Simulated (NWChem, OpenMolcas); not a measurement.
**The same job for OpenMolcas**

This NWChem 7.3.0 job computes doublet [SnCl2]+:

run.nw:
```
start run
title "Cl2Sn"
memory 1800 mb
charge 1
geometry units angstrom noautosym nocenter noautoz
  Cl    1.154200    1.220700    0.756000
  Sn   -0.796900    0.518900   -0.376600
  Cl   -0.368200   -1.804500   -0.392600
end
basis "ao basis" spherical bse
  * library def2-SVP
end
ecp bse
  Sn library def2-SVP
end
dft
  xc m06-2x
  mult 2
  grid xfine
  convergence energy 1e-08
  iterations 100
  mulliken
end
task dft energy
```

```bash
$ nwchem run.nw > run.out
```

The coordinates come from a PBE0-D4/def2-TZVP relaxation. That shape belongs to the parent species and isn't relaxed for this state.

It gives a total energy of -1134.061654 Eh.

**Question.** Write the same calculation for OpenMolcas 26.06 as an input file of the program's own.

**Answer.** One way, which was run:

calc.inp:
```
* Cl2Sn Kohn-Sham DFT
>>> EXPORT MOLCAS_PRINT=2

&GATEWAY
 BasLib=$CurrDir
 Coord
 3
 angstrom
 Cl       1.154200       1.220700       0.756000
 Sn      -0.796900       0.518900      -0.376600
 Cl      -0.368200      -1.804500      -0.392600
 Basis=def2-SVP
 Group=NoSym

&SEWARD
 GridInput
 Grid=UltraFine
 End of Grid

&SCF
 UHF
 Charge=1
 Spin=2
 KSDFT=M062X
 Thresholds=1e-10 1e-07 1e-07 1e-05
 PrOrbitals=1 1
```

```bash
$ export MOLCAS_MEM=1860
$ pymolcas calc.inp > calc.log
```

(Basis files named in the input come from the Basis Set Exchange and aren't shown.)

Its energy is -1134.061638 Eh, 0.016 mEh from the first.
